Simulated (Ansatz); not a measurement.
Ansatz results at the PBE0-D4/def2-TZVP geometry: HOMO energy (PBE0/def2-TZVPP) -7.04 eV; HOMO energy (PBE/def2-TZVPP) -5.98 eV; HOMO energy (ωB97M-V/def2-TZVPP) -9.03 eV.

Each molecule was computed in one conformer, which needn't be the lowest.

Task: Which molecule gave them?
A. `CC[O][Sb]([SiH3])[Cl]`
B. `C[O][Sb]([Cl])[Cl]`
C. `[F][Sb]([F])[Cl]`
D. `[F][SbH][SiH3]`

Result: A. The others give `[F][SbH][SiH3]`: -7.35, -6.31, -9.33; `C[O][Sb]([Cl])[Cl]`: -8.47, -7.02, -10.56; `[F][Sb]([F])[Cl]`: -9.18, -7.89, -11.30.
